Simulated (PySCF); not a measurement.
# State search for MnBr

Unrestricted PBE0; Mn def2-TZVPP, Br def2-TZVPP; no relativity (PySCF 2.14). Outer shells of the fragments: Mn 3d5 4s2; Br 3d10 4s2 4p5.

Followed along the bond (rough minima from three points):

| 2Ms+1 | unpaired | ⟨S²⟩ at the start | R at minimum (Å) | Te (eV) |
| --- | --- | --- | --- | --- |
| 7 | σ ↑↑, π ↑↑, δ ↑↑ | 12.01 | 2.40 | 0.00 |
| 5 | π ↑↑, δ ↑↑ | 6.70 | 2.33 | 0.63 |
| 5 | σ ↑, π ↑, δ ↑↑ | 6.03 | 2.32 | 1.49 |
| 5 | σ ↑, π ↑↑, δ ↑ | 6.02 | 2.34 | 1.51 |
| 1 | π ↓↓, δ ↑↑ | 2.50 | 2.28 | 3.24 |
| 3 | π ↑, δ ↑ | 2.58 | 2.28 | 3.48 |

Solutions found at the starting distance of 2.235 Å, counted from the lowest of them; the search is not exhaustive and high or unbound solutions are not listed, so other states can lie among these:

```tsv
2Ms+1	unpaired	term	E (eV)	⟨S²⟩	⟨Lz²⟩	μ (D)
7	σ ↑↑, π ↑↑, δ ↑↑	⁷Σ⁺	0.00	12.01	0.00	-2.03
5	π ↑↑, δ ↑↑	mixed	0.53	6.70	0.00	-2.94
5	σ ↑, π ↑, δ ↑↑	⁵Π	1.39	6.03	1.01	-5.04
5	σ ↑, π ↑↑, δ ↑	⁵Δ	1.42	6.02	4.01	-5.44
5	σ ↑, π ↑, δ ↑↑	mixed	3.06	6.06	2.75	-0.82
7	σ ↑, π ↑↑↑, δ ↑↑	⁷Π	3.11	12.03	1.00	-3.10
1	π ↓↓, δ ↑↑	mixed	3.11	2.50	0.00	-3.28
1	σ ↑, π ↓↓, δ ↑	mixed	3.18	2.01	4.02	-5.28
3	π ↑, δ ↑	mixed	3.35	2.58	4.35	-3.00
3	π ↑, δ ↑	mixed	3.36	2.26	4.92	-4.36
```

A term symbol is given only where ⟨S²⟩ and ⟨Lz²⟩ are close to those of a pure state; real π, δ and φ orbitals otherwise mix terms. A positive dipole means Mn(−)Br(+).

Q: Compare the gap between the two lowest followed solutions at the starting distance with the gap between their minima.

A: At PBE0 the second solution (Ms = 2 of mixed spin, unpaired electrons π ↑↑, δ ↑↑) lies +0.53 eV from the first (septet, unpaired electrons σ ↑↑, π ↑↑, δ ↑↑) at 2.235 Å and +0.63 eV at the minima; the two curves relax by different amounts, since their minima lie near 2.33 and 2.40 Å.

Spin–orbit coupling is left out. Counting both spins, an empty level lies below a filled one in some of these solutions, because spin and occupation are held. With d or f electrons several states lie close, and the lowest PBE0 determinant need not be the measured ground state.
